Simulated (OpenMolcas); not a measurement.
**A ladder of methods for BGeSiH4F (SMILES F[SiH]1[BH][GeH2]1)**

BGeSiH4F has 8 atoms, charge 0, and is taken as a singlet. SMILES: `F[SiH]1[BH][GeH2]1`. The shape is that of a PBE0-D4/def2-TZVP optimisation.

```tsv
atom	x (Å)	y (Å)	z (Å)
F	-2.8022	-0.0970	1.0426
Si	-1.2542	-0.1521	0.6696
B	-0.4001	0.4697	-0.8532
Ge	1.4170	-0.0023	-0.4445
H	-0.5960	-0.8205	1.8146
H	-0.7861	1.0141	-1.8344
H	1.8434	-0.7089	0.8525
H	2.6703	0.2398	-1.3031
```

Each level gives the energy change with the Si2–B3 bond stretched from 1.853 to 2.780 Å (eV). The values are calculated.

| level | kind | program | value (eV) | less CCSD(T)/def2-SVP |
| --- | --- | --- | --- | --- |
| HF/def2-SVP (restricted) | Hartree–Fock | OpenMolcas | 2.62 | -0.06 |
| SVWN5/def2-SVP (restricted) | LDA | OpenMolcas | 2.81 | +0.13 |
| revPBE/def2-SVP (restricted) | GGA | OpenMolcas | 2.48 | -0.20 |
| M06-L/def2-SVP (restricted) | meta-GGA | OpenMolcas | 2.79 | +0.11 |
| TPSS/def2-SVP (restricted) | meta-GGA | OpenMolcas | 2.57 | -0.11 |
| BHLYP/def2-SVP (restricted) | global hybrid | OpenMolcas | 2.78 | +0.10 |
| B2PLYP/def2-SVP (restricted) | double hybrid | OpenMolcas | 2.71 | +0.03 |
| CCSD(T)/def2-SVP (Cholesky decomposition) (restricted) | coupled cluster or CI | OpenMolcas | 2.68 | 0.00 |

CCSD(T)/def2-SVP (Cholesky decomposition) (restricted) is the highest level here, not the true value. All-electron rows without a relativistic Hamiltonian named are non-relativistic. The first shape isn't each level's own minimum. The values span 2.48 to 2.81 eV. In the correlated wave-function rows the outer d shell of Ge is correlated, in sets not made for it.
